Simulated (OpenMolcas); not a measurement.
**Ni3+: effect of the basis set**

- Program: OpenMolcas 26.06
- Method: MS-CASPT2, IPEA 0.25 Eh, imaginary shift 0.1 Eh (closed shells correlated: 3s 3p)
- Active space: 7 electrons in 5 orbitals (3d)
- State averaging: 2S+1 = 4 even, 10 roots; 2S+1 = 2 even, 40 roots
- Spin-orbit coupling: RASSI with atomic mean-field integrals over the reference wave functions, term energies averaged over their components

A. ANO-R1 [5s4p2d1f], X2C, finite nucleus; CASPT2 step of the order of 6 core-seconds
B. ANO-RCC-VTZP [6s5p3d2f1g], DKH2, point nucleus; CASPT2 step about 8 core-seconds
C. ANO-L-VTZP [6s5p3d2f1g], non-relativistic, point nucleus; CASPT2 step roughly 9 core-seconds
D. ANO-R2 [6s5p4d2f1g], X2C, finite nucleus; CASPT2 step roughly 12 core-seconds
E. ANO-RCC-VQZP [7s6p4d3f2g1h], DKH2, point nucleus; CASPT2 step about 16 core-seconds
F. ANO-R3 [7s5p5d3f2g1h], X2C, finite nucleus; CASPT2 step about 16 core-seconds

Energies in cm⁻¹ above 3d⁷ ⁴F_9/2, the measured ground level; measured values from Corliss and Sugar, J. Phys. Chem. Ref. Data 10, 197 (1981).

| Level | A | B | C | D | E | F | Measured |
| --- | --- | --- | --- | --- | --- | --- | --- |
| 3d⁷ ⁴F_9/2 | 0.0 | 0.0 | 0.0 | 0.0 | 0.0 | 0.0 | 0.0 |
| 3d⁷ ⁴F_7/2 | 1196 | 1151 | 1197 | 1156 | 1160 | 1165 | 1190 |
| 3d⁷ ⁴F_5/2 | 2060 | 1985 | 2060 | 1993 | 1999 | 2010 | 2042 |
| 3d⁷ ⁴F_3/2 | 2650 | 2550 | 2650 | 2560 | 2570 | 2580 | 2621 |
| 3d⁷ ⁴P_5/2 | 19320 | 18460 | 18420 | 18220 | 18370 | 18330 | 18119 |
| 3d⁷ ⁴P_3/2 | 19490 | 18680 | 18640 | 18450 | 18570 | 18540 | 18367 |
| 3d⁷ ²G_9/2 | 19980 | 19680 | 19500 | 19520 | 19360 | 19310 | 19830 |
| 3d⁷ ⁴P_1/2 | 20200 | 19320 | 19310 | 19090 | 19230 | 19200 | 18958 |
| 3d⁷ ²G_7/2 | 21100 | 20760 | 20630 | 20610 | 20460 | 20410 | 20948 |
| 3d⁷ ²P_3/2 | 23870 | 23520 | 23430 | 23370 | 23230 | 23230 | 23649 |
| 3d⁷ ²P_1/2 | 24810 | 24460 | 24410 | 24330 | 24170 | 24170 | 24651 |
| 3d⁷ ²D_5/2(1) | 27440 | 27220 | 27010 | 27000 | 26860 | 26800 | 27096 |
| 3d⁷ ²H_11/2 | 27760 | 27080 | 26980 | 26850 | 26650 | 26630 | 26649 |
| 3d⁷ ²H_9/2 | 28770 | 28060 | 27990 | 27840 | 27640 | 27620 | 27678 |
| 3d⁷ ²D_3/2(1) | 29190 | 28840 | 28720 | 28640 | 28510 | 28460 | 28778 |
| 3d⁷ ²F_5/2 | 45400 | 43840 | 43700 | 43450 | 43260 | 43200 | 43438 |
| 3d⁷ ²F_7/2 | 45900 | 44330 | 44210 | 43950 | 43760 | 43700 | 43859 |
| 3d⁷ ²D_3/2(2) | 70670 | 69030 | 68740 | 68480 | 68160 | 68140 | 67360 |
| 3d⁷ ²D_5/2(2) | 71320 | 69620 | 69360 | 69070 | 68750 | 68740 | 67990 |

Deviations, from unrounded energies. A percentage is the sum of absolute deviations over the sum of measured energies, with the sign that they share, or ± where signs differ.

| Against measurement | Levels | A | B | C | D | E | F |
| --- | --- | --- | --- | --- | --- | --- | --- |
| mean absolute deviation (cm-1) | 18 | 1000 | 390 | 350 | 260 | 280 | 300 |
| fine structure of the ground term (%) | 3 | +0.9 | -2.8 | +0.9 | -2.4 | -2.1 | -1.8 |
| other terms of the ground configuration (%) | 15 | +3.7 | ±1.4 | ±1.3 | ±0.9 | ±1.0 | ±1.1 |

D lies closest to measurement on these levels and A furthest from it. The largest miss of D in the table is 3d⁷ ²D_3/2(2), by +1100 cm-1. The ranking rests on the paired levels alone, and a cruder setting can come out closer through cancelling errors.

The two smallest mean deviations differ by little beside CASPT2's spread within terms, so their order carries little weight.

Among A to F the level of the table that moves most is 3d⁷ ²D_5/2(2), by 2600 cm-1 (lowest in F, highest in A). Moves below CASPT2's spread within the term are not significant.

Term energies are means over components that CASPT2 splits; among the terms shown or strongly mixed into the levels shown the widest spread is 1200 cm-1 (3d⁷ ⁴F, E). The CASPT2 spread within a term exceeds the gap to the next term for 3d⁷ ²D(1) and 3d⁷ ²H, so the order of their levels is uncertain (figures for A; the like holds for B, C, D, E, F). The basis is small and was not contracted for so high a charge (holds for A). Measured partners are found by configuration, term and J. A level has none where our copy of the source lacks it or the pairing is in doubt (some pairs that miss far off the trend of their configuration count as doubtful), and it then counts in no deviation. Levels of configurations outside the active space are missing.

A number in round brackets counts repeated terms of one configuration in the order of the reference energies.
